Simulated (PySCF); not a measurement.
**Fractional electron number in Os⁻ (osmium, charge -1)**

The 5d beta orbital of [Xe] 4f14 5d7 6s2 is emptied in steps (occupation f), with all orbitals relaxed, ending at [Xe] 4f14 5d6 6s2. Computed with PySCF 2.14 in aug-cc-pVDZ-PP with ECP60MDF, with a scalar-relativistic core potential. The exact energy is a straight line in f; departures are measured from the line between the end points of the same method.

```csv
f,LDA (eV),PBE (eV)
1,0.000,0.000
0.9,-0.315,-0.298
0.7,-0.759,-0.714
0.5,-0.928,-0.869
0.3,-0.799,-0.742
0.1,-0.350,-0.320
0,0.000,0.000
```

Task: For LDA, how does the orbital energy at f = 1 compare with the removal energy?

Result: −ε = -2.013 eV against a total-energy difference of 1.429 eV. By Janak's theorem ε = ∂E/∂f, so the gap between them reflects the curvature. Along the path −ε is -1.424 (f = 0.9), -0.128 (f = 0.7), 1.309 (f = 0.5), 2.861 (f = 0.3), 4.502 (f = 0.1) eV.

```csv
method,E(f=0) − E(f=1) (eV),−ε at f=1 (eV),−ε at f=0.5 (eV)
LDA,1.429,-2.013,1.309
PBE,1.255,-2.003,1.168
```

At f = 1 the orbital energy is positive for LDA, PBE: only the finite basis holds the electron.

Reference removal energy between the ground levels: 1.078 eV (measured; photodetachment measurements, as compiled on the Wikipedia data page of electron affinities). The calculation has no spin-orbit coupling. The determinant left behind need not be the lowest term of the ion.
